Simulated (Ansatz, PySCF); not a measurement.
Process, species as SMILES: O[Si](O)(O)[S-] → [O-][Si](O)(O)S
Structures are relaxed separately at B3LYP-D3(BJ)/def2-TZVP in Ansatz (a quantum-chemistry and plane-wave program), one conformer each, not searched for the lowest. Frequencies are from Ansatz or PySCF.

Property: isomerisation energy (enthalpy at 298 K, with B3LYP-D3(BJ) rigid-rotor harmonic-oscillator terms), in kcal/mol. Correlated levels leave the core frozen unless marked. No spin-orbit coupling. Non-relativistic. Anions need diffuse functions: aug- sets have them; def2-D sets add few; the other sets have none. CBS(X,Y): correlation extrapolated as X^-3; Hartree-Fock from the larger set. [CCSD(T)-MP2]/basis is that difference in the basis named.

```json
[
 {"level": "HF/6-31G", "program": "Ansatz", "isomerisation energy (kcal/mol)": "30.6", "minus last row": "12.0"},
 {"level": "r2SCAN/def2-TZVPD", "program": "Ansatz", "isomerisation energy (kcal/mol)": "17.5", "minus last row": "-1.1"},
 {"level": "B3LYP-D3(BJ)/def2-TZVPD", "program": "Ansatz + dftd3", "isomerisation energy (kcal/mol)": "16.2", "minus last row": "-2.4"},
 {"level": "PBE0/STO-3G", "program": "Ansatz", "isomerisation energy (kcal/mol)": "14.6", "minus last row": "-4.0"},
 {"level": "PBE0/def2-SVP", "program": "Ansatz", "isomerisation energy (kcal/mol)": "20.8", "minus last row": "2.2"},
 {"level": "PBE0/def2-TZVP", "program": "Ansatz", "isomerisation energy (kcal/mol)": "18.3", "minus last row": "-0.3"},
 {"level": "BHLYP-D4/def2-TZVPD", "program": "Ansatz + dftd4", "isomerisation energy (kcal/mol)": "19.0", "minus last row": "0.4"},
 {"level": "r2SCANh/def2-TZVPD", "program": "Ansatz", "isomerisation energy (kcal/mol)": "18.4", "minus last row": "-0.2"},
 {"level": "HSE06/def2-TZVPD", "program": "Ansatz", "isomerisation energy (kcal/mol)": "18.7", "minus last row": "0.1"},
 {"level": "B2PLYP-D3(BJ)/def2-TZVPD", "program": "Ansatz + dftd3", "isomerisation energy (kcal/mol)": "16.4", "minus last row": "-2.2"},
 {"level": "MP2/cc-pwCVTZ", "program": "Ansatz", "isomerisation energy (kcal/mol)": "18.0", "minus last row": "-0.6"},
 {"level": "SCS-MP2/6-31G*", "program": "Ansatz", "isomerisation energy (kcal/mol)": "15.3", "minus last row": "-3.3"},
 {"level": "SCS-MP2/aug-cc-pV(T+d)Z", "program": "Ansatz", "isomerisation energy (kcal/mol)": "16.8", "minus last row": "-1.8"},
 {"level": "CCSD/cc-pV(Q+d)Z", "program": "Ansatz", "isomerisation energy (kcal/mol)": "19.1", "minus last row": "0.5"},
 {"level": "CCSD/CBS(aug-cc-pV(T+d)Z,aug-cc-pV(Q+d)Z)", "program": "Ansatz", "isomerisation energy (kcal/mol)": "19.2", "minus last row": "0.6"},
 {"level": "CCSD(T)/6-31G", "program": "Ansatz", "isomerisation energy (kcal/mol)": "21.3", "minus last row": "2.7"},
 {"level": "CCSD(T)/cc-pV(T+d)Z", "program": "Ansatz", "isomerisation energy (kcal/mol)": "18.0", "minus last row": "-0.6"},
 {"level": "CCSD(T)/aug-cc-pV(Q+d)Z", "program": "Ansatz", "isomerisation energy (kcal/mol)": "18.1", "minus last row": "-0.5"},
 {"level": "RI-MP2/CBS(aug-cc-pV(T+d)Z,aug-cc-pV(Q+d)Z)+[CCSD(T)-MP2]/aug-cc-pV(D+d)Z", "program": "Ansatz", "isomerisation energy (kcal/mol)": "17.9", "minus last row": "-0.7"},
 {"level": "RI-MP2/CBS(aug-cc-pV(T+d)Z,aug-cc-pV(Q+d)Z)+[CCSD(T)-MP2]/aug-cc-pV(T+d)Z", "program": "Ansatz", "isomerisation energy (kcal/mol)": "18.3", "minus last row": "-0.3"},
 {"level": "CCSD(T)/CBS(aug-cc-pV(T+d)Z,aug-cc-pV(Q+d)Z)", "program": "Ansatz", "isomerisation energy (kcal/mol)": "18.6", "minus last row": "0.0"}
]
```
